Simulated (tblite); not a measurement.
Species: C8H17P.
Numbering: `[CH3:1]/[CH:2]=[CH:3]/[P:4]([CH2:5][CH3:6])[CH2:7][CH2:8][CH3:9]` (hydrogens: H10, H11, H12 on C1; H13 on C2; H14 on C3; H15, H16 on C5; H17, H18, H19 on C6; H20, H21 on C7; H22, H23 on C8; H24, H25, H26 on C9)

Computed with GFN2-xTB (tblite), gas phase: L-BFGS steps from a force-field or distance-geometry start until the largest atomic force falls under 0.01 eV/Å.

Step 10: E = -769.6493 eV
```
atom  x, y, z in Å  |  force x, y, z in eV/Å
C1      3.7419   -1.3250   -0.3556   -0.031   0.039  -0.010
C2      2.5974   -0.4205   -0.6744   -0.026   0.003  -0.008
C3      1.3709   -0.5134   -0.1722    0.012  -0.016  -0.032
P4      0.0546    0.6397   -0.6969    0.001  -0.019  -0.018
C5      0.4419    2.0303    0.4975    0.015  -0.038  -0.006
C6     -0.5139    3.2045    0.3396    0.005  -0.024  -0.011
C7     -1.3917   -0.1064    0.2115   -0.006  -0.013  -0.039
C8     -1.9150   -1.3572   -0.4889   -0.001  -0.007  -0.005
C9     -3.1419   -1.9299    0.2144    0.026   0.004   0.001
H10     3.4472   -2.1033    0.3456    0.012   0.027  -0.013
H11     4.5678   -0.7528    0.0704   -0.043  -0.022   0.017
H12     4.1125   -1.7911   -1.2702   -0.040   0.002   0.037
H13     2.8202    0.3746   -1.3793   -0.022  -0.048   0.042
H14     1.1067   -1.3177    0.5088    0.023   0.076  -0.022
H15     0.4315    1.6531    1.5240   -0.007  -0.018   0.001
H16     1.4612    2.3480    0.2633    0.016   0.016   0.019
H17    -0.5005    3.5652   -0.6863   -0.003   0.004  -0.018
H18    -1.5327    2.9144    0.5845   -0.015  -0.008   0.006
H19    -0.2279    4.0231    0.9972    0.023   0.008   0.014
H20    -1.1219   -0.3284    1.2490    0.031   0.016  -0.006
H21    -2.1775    0.6538    0.2134   -0.027  -0.003   0.058
H22    -1.1260   -2.1137   -0.5214   -0.019   0.008  -0.018
H23    -2.1731   -1.1040   -1.5205    0.031  -0.017   0.010
H24    -3.9513   -1.2029    0.2270    0.010   0.018  -0.005
H25    -3.4963   -2.8248   -0.2929    0.026   0.013  -0.012
H26    -2.9052   -2.1930    1.2432    0.010  -0.002   0.019
```

Step 11: E = -769.6503 eV
```
atom  x, y, z in Å  |  force x, y, z in eV/Å
C1      3.7403   -1.3236   -0.3551   -0.028   0.019   0.000
C2      2.5959   -0.4193   -0.6751    0.003  -0.018   0.000
C3      1.3693   -0.5132   -0.1746    0.000   0.010  -0.022
P4      0.0546    0.6396   -0.6990   -0.029   0.017  -0.014
C5      0.4414    2.0297    0.4976    0.028  -0.064  -0.018
C6     -0.5142    3.2037    0.3394    0.020  -0.026   0.000
C7     -1.3911   -0.1057    0.2110    0.001  -0.017  -0.022
C8     -1.9133   -1.3573   -0.4886   -0.005  -0.003  -0.008
C9     -3.1399   -1.9292    0.2147    0.004   0.001   0.004
H10     3.4474   -2.1027    0.3459   -0.005   0.028  -0.009
H11     4.5662   -0.7531    0.0723   -0.037  -0.010   0.008
H12     4.1096   -1.7909   -1.2693   -0.029   0.006   0.028
H13     2.8204    0.3746   -1.3800   -0.029  -0.040   0.031
H14     1.1024   -1.3122    0.5101    0.033   0.042  -0.014
H15     0.4316    1.6499    1.5232   -0.015  -0.010  -0.001
H16     1.4614    2.3455    0.2640    0.013   0.027   0.019
H17    -0.4993    3.5636   -0.6866   -0.012   0.006  -0.020
H18    -1.5328    2.9136    0.5852   -0.015  -0.004   0.000
H19    -0.2273    4.0223    0.9966    0.020   0.010   0.015
H20    -1.1187   -0.3287    1.2482    0.027   0.021  -0.017
H21    -2.1777    0.6549    0.2164   -0.008  -0.028   0.047
H22    -1.1257   -2.1154   -0.5228   -0.015   0.024  -0.007
H23    -2.1710   -1.1038   -1.5200    0.022  -0.017   0.001
H24    -3.9500   -1.2032    0.2262    0.011   0.032   0.002
H25    -3.4955   -2.8230   -0.2924    0.027  -0.010  -0.024
H26    -2.9049   -2.1934    1.2436    0.017   0.004   0.020
```

Step 12: E = -769.6511 eV
```
atom  x, y, z in Å  |  force x, y, z in eV/Å
C1      3.7383   -1.3221   -0.3546   -0.018  -0.006   0.012
C2      2.5946   -0.4187   -0.6755    0.017  -0.027   0.005
C3      1.3678   -0.5125   -0.1771   -0.018   0.030  -0.012
P4      0.0541    0.6398   -0.7012   -0.046   0.041  -0.015
C5      0.4413    2.0281    0.4974    0.027  -0.057  -0.021
C6     -0.5142    3.2026    0.3393    0.027  -0.020   0.007
C7     -1.3905   -0.1054    0.2103    0.007  -0.012   0.000
C8     -1.9120   -1.3574   -0.4885   -0.007   0.002  -0.007
C9     -3.1381   -1.9287    0.2151   -0.015  -0.001   0.006
H10     3.4473   -2.1016    0.3460   -0.025   0.017   0.005
H11     4.5641   -0.7535    0.0740   -0.022   0.009   0.003
H12     4.1066   -1.7906   -1.2680   -0.014   0.006   0.010
H13     2.8200    0.3738   -1.3802   -0.026  -0.017   0.005
H14     1.0991   -1.3064    0.5110    0.034   0.003   0.001
H15     0.4314    1.6467    1.5226   -0.018  -0.006  -0.005
H16     1.4619    2.3437    0.2648    0.008   0.028   0.018
H17    -0.4984    3.5623   -0.6871   -0.017   0.002  -0.009
H18    -1.5331    2.9128    0.5858   -0.002   0.000  -0.006
H19    -0.2265    4.0218    0.9964    0.014  -0.003   0.007
H20    -1.1154   -0.3285    1.2472    0.025   0.020  -0.024
H21    -2.1778    0.6553    0.2198    0.005  -0.045   0.034
H22    -1.1255   -2.1165   -0.5241   -0.003   0.028   0.003
H23    -2.1688   -1.1039   -1.5196    0.008  -0.014  -0.013
H24    -3.9485   -1.2029    0.2256    0.013   0.035   0.007
H25    -3.4944   -2.8217   -0.2925    0.025  -0.024  -0.027
H26    -2.9044   -2.1936    1.2443    0.019   0.009   0.014
```

Step 13: E = -769.6518 eV
```
atom  x, y, z in Å  |  force x, y, z in eV/Å
C1      3.7363   -1.3209   -0.3540   -0.006  -0.025   0.021
C2      2.5934   -0.4186   -0.6757    0.011  -0.020   0.005
C3      1.3662   -0.5113   -0.1796   -0.031   0.036  -0.002
P4      0.0529    0.6407   -0.7036   -0.044   0.046  -0.020
C5      0.4418    2.0258    0.4969    0.016  -0.023  -0.015
C6     -0.5136    3.2012    0.3393    0.024  -0.010   0.009
C7     -1.3898   -0.1055    0.2097    0.010  -0.003   0.015
C8     -1.9111   -1.3575   -0.4884   -0.007   0.005  -0.005
C9     -3.1369   -1.9283    0.2155   -0.023  -0.003   0.004
H10     3.4466   -2.1004    0.3462   -0.042   0.000   0.023
H11     4.5619   -0.7537    0.0755   -0.007   0.025   0.002
H12     4.1036   -1.7902   -1.2666   -0.001   0.003  -0.007
H13     2.8191    0.3727   -1.3801   -0.018   0.007  -0.023
H14     1.0967   -1.3010    0.5117    0.030  -0.026   0.013
H15     0.4308    1.6436    1.5219   -0.018  -0.006  -0.010
H16     1.4625    2.3425    0.2658    0.003   0.022   0.017
H17    -0.4980    3.5610   -0.6876   -0.018  -0.004   0.007
H18    -1.5332    2.9122    0.5862    0.017   0.003  -0.010
H19    -0.2255    4.0212    0.9962    0.011  -0.020  -0.004
H20    -1.1118   -0.3280    1.2459    0.026   0.013  -0.022
H21    -2.1778    0.6547    0.2234    0.006  -0.049   0.021
H22    -1.1254   -2.1168   -0.5251    0.010   0.023   0.012
H23    -2.1666   -1.1042   -1.5196   -0.005  -0.010  -0.023
H24    -3.9469   -1.2019    0.2252    0.015   0.029   0.012
H25    -3.4928   -2.8209   -0.2930    0.021  -0.025  -0.022
H26    -2.9035   -2.1936    1.2450    0.017   0.013   0.001
```

Task: Estimate the geometry and energy of step 14. (The exact step hangs on the optimiser's Hessian estimate; all steps are aligned on step 13, rigid shifts and turns removed.)

Result: E = -769.6525 eV, largest force 0.066 eV/Å
```
atom  x, y, z in Å  |  force x, y, z in eV/Å
C1      3.7343   -1.3202   -0.3530    0.001  -0.031   0.023
C2      2.5922   -0.4187   -0.6759   -0.006  -0.002   0.000
C3      1.3643   -0.5096   -0.1819   -0.032   0.028   0.007
P4      0.0509    0.6423   -0.7063   -0.025   0.032  -0.021
C5      0.4425    2.0232    0.4962    0.001   0.020  -0.004
C6     -0.5126    3.1997    0.3394    0.013   0.002   0.006
C7     -1.3889   -0.1057    0.2092    0.009   0.003   0.019
C8     -1.9104   -1.3575   -0.4884   -0.004   0.005  -0.004
C9     -3.1360   -1.9281    0.2159   -0.018  -0.003  -0.003
H10     3.4451   -2.0992    0.3469   -0.052  -0.016   0.037
H11     4.5595   -0.7535    0.0770    0.003   0.032   0.000
H12     4.1008   -1.7898   -1.2654    0.011  -0.002  -0.016
H13     2.8180    0.3715   -1.3805   -0.008   0.020  -0.043
H14     1.0949   -1.2961    0.5125    0.022  -0.039   0.016
H15     0.4300    1.6405    1.5210   -0.015  -0.008  -0.014
H16     1.4631    2.3418    0.2672    0.000   0.011   0.013
H17    -0.4979    3.5597   -0.6880   -0.014  -0.010   0.020
H18    -1.5330    2.9117    0.5864    0.031   0.003  -0.011
H19    -0.2243    4.0203    0.9960    0.010  -0.032  -0.010
H20    -1.1078   -0.3273    1.2443    0.030   0.001  -0.011
H21    -2.1777    0.6531    0.2274   -0.002  -0.041   0.010
H22    -1.1251   -2.1166   -0.5258    0.020   0.014   0.018
H23    -2.1646   -1.1046   -1.5199   -0.016  -0.005  -0.025
H24    -3.9452   -1.2004    0.2250    0.014   0.016   0.014
H25    -3.4909   -2.8206   -0.2939    0.015  -0.017  -0.010
H26    -2.9022   -2.1933    1.2457    0.012   0.015  -0.013
```

The energy changes by -0.0007 eV. The first-order estimate −F·Δx gives -0.0009 eV and the mean of the old and new forces, exact on a quadratic surface, -0.0007 eV. The step makes an angle of 65° with the force vector and moves no atom by more than 0.005 Å.

What follows is the cost of the whole relaxation. On Arm Neoverse N1, one thread, no GPU, on a shared host, this took 2.5 s of wall time.
